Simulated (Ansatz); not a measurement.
Pulling on the Sn1–S2 bond in SnS (multiplicity 1 held). Energies count from the point at 2.223 Å.


Signs of static correlation in def2-TZVPP, from Ansatz (a quantum-chemistry and plane-wave program) runs.

| R (Å) | T1 of restricted CCSD | ⟨S²⟩ of UHF | largest double amplitude of restricted CCSD |
|---|---|---|---|
| 1.778 | 0.012 | 0.000 | 0.050 |
| 2.000 | 0.018 | 0.000 | 0.057 |
| 2.223 | 0.028 | 0.000 | 0.069 |
| 2.445 | 0.042 | 0.707 | 0.081 |
| 2.667 | 0.063 | 0.918 | 0.094 |
| 3.001 | ___ | 1.140 | 0.122 |
| 3.334 | 0.233 | ___ | 0.200 |
| 3.890 | 0.118 | 2.015 | 0.207 |
| 4.445 | 0.065 | 2.022 | 0.222 |
| 5.112 | 0.023 | 2.024 | 0.252 |
| 6.001 | 0.013 | 2.024 | 0.286 |
| 7.113 | 0.013 | 2.024 | 0.296 |
| 8.891 | 0.013 | 2.024 | 0.300 |

Question: Some entries are withheld; supply them.

Answer: 
- 3.001, T1 of restricted CCSD: 0.128
- 3.334, ⟨S²⟩ of UHF: 1.637

Doubts at one or more of the structures used: a restricted determinant that unrestricted orbitals would lower (R-CCSD(T)/def2-TZVPP); T1 above 0.05 (R-CCSD(T)/def2-TZVPP, U-CCSD(T)/def2-TZVPP); a spin-contaminated determinant (U-CCSD(T)/def2-TZVPP); the program's own flag: large difference (U-CCSD(T)/def2-TZVPP).
